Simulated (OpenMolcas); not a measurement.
**InPH4O: a line through the functionals**

InPH4O has 7 atoms, charge 0, and is taken as a singlet. SMILES: `O[PH][InH2]`. The coordinates come from a PBE0-D4/def2-TZVP relaxation. This is one conformer, not always the lowest.

The HOMO–LUMO gap y, in eV, basis def2-SVPD with a core potential; a is the functional's share of exact exchange. Programs: OpenMolcas 26.06.

| functional | program | a | y (eV) |
| --- | --- | --- | --- |
| PBE | OpenMolcas | 0 | 3.03 |
| revPBE | OpenMolcas | 0 | 3.09 |
| B3LYP | OpenMolcas | 0.2 | ? |
| PBE0 | OpenMolcas | 0.25 | 4.76 |
| BHLYP | OpenMolcas | 0.5 | 6.32 |

**Question.** Fit y = c + s·a to the known rows and predict B3LYP.

**Answer.** 
1. Means of the 4 rows: a = 0.1875, y = 4.300.
2. Σ(Δa)² = 0.17188, Σ(Δa·Δy) = 1.125, so the slope is 1.125/0.17188 = 6.5453.
3. Intercept: 4.300 − (6.5453) × 0.1875 = 3.073. The largest residual of the fit is 0.051.
4. B3LYP: 3.073 + (6.5453) × 0.2 = 4.38 eV.

The run gave 4.30 eV, so the prediction is off by +0.08 eV, more than the largest residual. Exact exchange lowers occupied levels and raises empty ones. The rows mix families of semi-local functionals, which the line can't see.
